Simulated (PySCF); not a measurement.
A GIAO shielding run with PySCF 2.14.0 with density-fitted response routines (density fitting, non-relativistic, gas phase) on `C=CCC[SiH2][SiH2]O`, C4H12OSi2:

```
$ OMP_NUM_THREADS=1 python probes_run.py task.json out

{"job": {"kind": "nmr", "xc": "PBE0", "basis": "pcSseg-1"}, "charge": 0, "multiplicity": 1}
C     -3.465993     0.227473    -0.401313
C     -2.368206    -0.279364     0.127988
C     -0.986594     0.230036    -0.128409
C     -0.149960    -0.815159    -0.873411
Si     1.641230    -0.231853    -1.184296
Si     2.775866     0.074290     0.795753
O      2.065542     1.406384     1.418149
H     -4.441969    -0.184203    -0.205814
H     -3.434873     1.085398    -1.053627
H     -2.426469    -1.145377     0.776615
H     -0.503661     0.465785     0.823971
H     -1.034336     1.148066    -0.717058
H     -0.141102    -1.742042    -0.294214
H     -0.643846    -1.049864    -1.818651
H      2.295546    -1.267585    -2.002264
H      1.570569     0.966978    -2.036488
H      4.219387     0.324618     0.675490
H      2.666942    -1.011048     1.785718
H      2.352126     1.806716     2.234575
```

Hardware: 1 thread of an Arm Neoverse N1, shared host. The job also computes population analyses, field gradients.

Problem. How large is the calculation?

Solution. 72 electrons, 193 basis functions and 1047 auxiliary functions.

Problem. How long does it take, and how much memory does it need?

Solution. 72 s of wall time, with 14 SCF cycles and 4 response iterations; peak memory 0.85 GiB. Times on a shared host scatter by some tens of per cent.
